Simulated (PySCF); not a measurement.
## Bond length, frequency and bond energy of ZnS by level of theory

State: ¹Σ⁺ (singlet), closed shell. Set-up: basis Zn x2c-SVPall, S x2c-SVPall; spin-free X2C with a Gaussian nucleus; PySCF 2.14. De refers to Zn + S in their high-spin ground configurations, without counterpoise correction. A positive dipole means Zn(−)S(+).

```json
{"Level": "RHF", "Re (Å)": "2.099", "ωe (cm⁻¹)": "407", "De (eV)": "-0.58", "μ (D)": "-6.72"}
{"Level": "RHF-MP2", "Re (Å)": "2.042", "ωe (cm⁻¹)": "491", "De (eV)": "1.01", "μ (D)": "n/a"}
{"Level": "RHF-SCS-MP2", "Re (Å)": "2.058", "ωe (cm⁻¹)": "468", "De (eV)": "0.80", "μ (D)": "n/a"}
{"Level": "RHF-CCSD", "Re (Å)": "2.077", "ωe (cm⁻¹)": "438", "De (eV)": "0.60", "μ (D)": "n/a"}
{"Level": "RHF-CCSD(T)", "Re (Å)": "2.072", "ωe (cm⁻¹)": "448", "De (eV)": "0.79", "μ (D)": "n/a"}
{"Level": "LDA", "Re (Å)": "2.024", "ωe (cm⁻¹)": "481", "De (eV)": "1.91", "μ (D)": "-4.31"}
{"Level": "PBE", "Re (Å)": "2.063", "ωe (cm⁻¹)": "450", "De (eV)": "1.29", "μ (D)": "-4.59"}
{"Level": "BLYP", "Re (Å)": "2.089", "ωe (cm⁻¹)": "422", "De (eV)": "0.93", "μ (D)": "-4.29"}
{"Level": "r²SCAN", "Re (Å)": "2.038", "ωe (cm⁻¹)": "476", "De (eV)": "1.27", "μ (D)": "-5.00"}
{"Level": "r²SCANh", "Re (Å)": "2.038", "ωe (cm⁻¹)": "475", "De (eV)": "1.18", "μ (D)": "-5.20"}
{"Level": "PBE0", "Re (Å)": "2.055", "ωe (cm⁻¹)": "457", "De (eV)": "1.09", "μ (D)": "-5.27"}
{"Level": "LC-ωPBE", "Re (Å)": "2.025", "ωe (cm⁻¹)": "486", "De (eV)": "0.92", "μ (D)": "-5.88"}
```

The bond length runs from 2.024 Å (LDA) to 2.099 Å (RHF). De spans -0.58 eV (RHF, mean field) to 1.91 eV (LDA, local density). Correlation at CCSD(T) changes the Hartree–Fock bond energy by +1.37 eV; the triples alone change it by +0.19 eV.

Correlated steps freeze 10 core orbitals. Correlated levels converge slowly with the basis: in double zeta they bind strong bonds too weakly, by up to about 1 eV, and carry superposition errors of some tenths. Where the molecule has an RHF reference, its open-shell atoms are computed with UHF. The CCSD T1 diagnostic is raised, a sign that a single reference may not be enough here. A negative De means that the minimum lies above the separated atoms at that level.

The whole job (state search and all levels along the bond) took about 1.5 min on 1 thread of Intel Xeon 6975P-C (shared host), peak memory 0.68 GiB.
